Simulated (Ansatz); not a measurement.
Reaction (ligand exchange at the Si–I bond): `[SiH3][SiH2]I` + H₂Se → `[SiH3][SiH2][SeH]` + HI

Program: Ansatz. Geometries: PBE0-D4/def2-TZVP. ΔE: electronic, gas phase. CCSD(T)/CBS adds triple-zeta CCSD(T) − MP2 to the extrapolated MP2 energy (def2 sets, frozen cores). DFT in def2-TZVPP. HSE06 is defined as in plane-wave codes. def2 core potentials past Kr. For I, Se outer-core shells are correlated without core-valence functions, which leaves a few kJ/mol of doubt a bond. Scalar relativity is left out up to krypton. Each species was taken in one conformer, which may not be the lowest.

```
        level  ΔE (kJ/mol)
          PBE         22.7
      r2SCAN0         25.4
        HSE06         24.5
HF/def2-TZVPP         29.4
```

(1) What does CCSD(T)/CBS give? (An estimate is asked.)

Largest T1 diagnostic among the species: 0.011.

Results:

(1) The calculation gave: +26.5 kJ/mol. The listed levels differ from it by -3.8, -1.1, -2.0, 2.9 kJ/mol.

Leaving LDA and LC-ωPBE aside and taking each functional with its dispersion term where it has one, the values, not all of them listed here, spread over 6.3 kJ/mol, from revPBE-D4 to BHLYP-D4. At CCSD(T), def2-SVP lies −3.3 kJ/mol from the extrapolated value and def2-TZVPP −4.4 kJ/mol.
